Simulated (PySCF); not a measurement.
**Al⁺ (aluminium, charge +1) across methods**

[Ne] 3d2, high-spin 3F determinant (an excited configuration). Calculation: PySCF 2.14, in aug-cc-pV(T+d)Z with one added diffuse shell each of s, p, d, f type (7s6p5d3f, 71 functions); no relativity, point nucleus.

```
 method  E (hartree)  mean ε 2p α (eV)  mean ε 2p β (eV)  mean ε 3d α (eV)  Σ⟨r²⟩ (bohr²)   ⟨S²⟩
wB97M-V    -241.2346           -93.865           -93.805            -7.897          37.55  2.000
   PBE0    -241.1504           -91.684           -91.621            -6.892          36.44  2.000
 PBEsol    -240.6523           -86.715           -86.650            -6.327          36.00  2.000
    M06    -241.2755           -92.241           -92.210            -6.752          37.30  2.000
    LDA    -240.2005           -86.943           -86.876            -6.288          36.15  2.000
 revPBE    -241.2351           -86.779           -86.720            -6.476          35.72  2.000
 r2SCAN    -241.2384           -88.668           -88.623            -6.346          36.44  2.000
    UHF   -240.79296           -105.16           -105.12            -7.935          39.78  2.000
    PBE    -241.1384           -86.812           -86.742            -6.444          35.68  2.000
```

The outer electron is Rydberg-like, and this basis confines it to a smaller radius and binds it less than a complete one would.
